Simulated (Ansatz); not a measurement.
Total energies of CCl2FGeNO (`O=C=[N][Ge]([F])([Cl])[Cl]`).

Cartesian coordinates in Å:
```
O -0.009 -0.691 2.881
C -0.069 -0.140 1.865
N -0.150 0.509 0.850
Ge 0.006 0.204 -0.910
F -0.260 1.711 -1.665
Cl -1.461 -1.142 -1.602
Cl 1.944 -0.451 -1.421
```

The species carries charge 0 and has multiplicity 1. Correlated methods freeze the filled d shell of Ge. Scalar relativity is left out up to krypton. Geometry: relaxed with PBE0-D4/def2-TZVP. It is one conformer, not always the lowest. Basis def2-TZVPP, Ansatz.

RPA on PBE orbitals: Hartree–Fock energy of these orbitals -3261.19785 Eh, correlation -1.97340 Eh (frozen core).

| functional | energy without D4 (Eh) | D4 term (kJ/mol) |
| --- | --- | --- |
| revPBE | -3265.22069 | -64.5 |
| BLYP | -3265.65239 | -53.1 |
| r2SCAN | -3265.44719 | -6.1 |
| PBE0 | -3264.79175 | -21.5 |
| B3LYP | -3265.70114 | -40.5 |
| BHLYP | -3265.48709 | -34.0 |
| CAM-B3LYP | -3265.69541 | -22.3 |
| LC-ωPBE | -3264.93770 | – |
| ωB97X-V | -3265.21964 | – |
| B2PLYP | -3264.80239 | – |

Task: Give the same for LDA (SPW92), PBE, B97M-V, r2SCANh, r2SCAN0, HSE06 (plane-wave form), ωB97M-V, PBE-QIDH. (Best estimate.)

Result: Computed: 
```json
{"functional": "LDA (SPW92)", "energy without D4 (Eh)": "-3257.58070", "D4 term (kJ/mol)": "–"}
{"functional": "PBE", "energy without D4 (Eh)": "-3264.67350", "D4 term (kJ/mol)": "-24.9"}
{"functional": "B97M-V", "energy without D4 (Eh)": "-3264.94772", "D4 term (kJ/mol)": "–"}
{"functional": "r2SCANh", "energy without D4 (Eh)": "-3265.41804", "D4 term (kJ/mol)": "-6.6"}
{"functional": "r2SCAN0", "energy without D4 (Eh)": "-3265.37661", "D4 term (kJ/mol)": "-7.4"}
{"functional": "HSE06 (plane-wave form)", "energy without D4 (Eh)": "-3264.76612", "D4 term (kJ/mol)": "-20.3"}
{"functional": "ωB97M-V", "energy without D4 (Eh)": "-3265.41816", "D4 term (kJ/mol)": "–"}
{"functional": "PBE-QIDH", "energy without D4 (Eh)": "-3264.21273", "D4 term (kJ/mol)": "–"}
```

B3LYP takes the VWN-RPA correlation (the form of Gaussian; ORCA's B3LYP/G). HSE06 is the plane-wave form, built on full-range PBE exchange. The double hybrids freeze the cores in their second-order part.

LC-ωPBE has ω = 0.4 bohr⁻¹.
